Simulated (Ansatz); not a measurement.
Na₂Cl₂⁺, that is (NaCl)2 ring with one electron fewer, relaxed as a doublet with UKS B3LYP-D4/def2-TZVP in Ansatz, starting from the B3LYP-D4/def2-TZVP geometry of the neutral singlet. Force threshold 0.02 eV/Å.

In the charge 1 doublet, Cl2 and Cl4 lie 2.71 Å apart (atoms count from 1), so these atoms are partly bonded to each other.

Start:

```tsv
atom	x (Å)	y (Å)	z (Å)
Na1	-0.8170	-1.3110	-0.3499
Cl2	-1.6131	0.7806	0.8417
Na3	0.8170	1.3110	0.3498
Cl4	1.6131	-0.7806	-0.8417
```

**Question.** Estimate the energy that the relaxation releases and the steps that it takes.

**Answer.** 23.4 kcal/mol, in 8 steps; 46 s on 4 threads of Intel Xeon on a shared host. No frequencies were taken in this run, so the end may be a saddle point.

**Question.** Does the start keep its bonding and symmetry?

**Answer.** By distances, no bond broke or formed, bridged metal pairs apart. The bond that changes most is Na3–Cl4, from 2.54 to 2.66 Å (atoms count from 1). Metal–metal contacts that move far: Na1–Na3 3.17 to 4.58 Å. Point group D2h at the start, D2h at the end, both within 0.05 Å.

**Question.** Predict the relaxed structure.

**Answer.** 
```xyz
4

Na   -1.182   -1.898   -0.506
Cl   -1.104    0.534    0.576
Na    1.182    1.898    0.506
Cl    1.104   -0.534   -0.576
```
Bond lengths (bridged metal pairs left out): 4 × Cl–Na 2.66 Å.
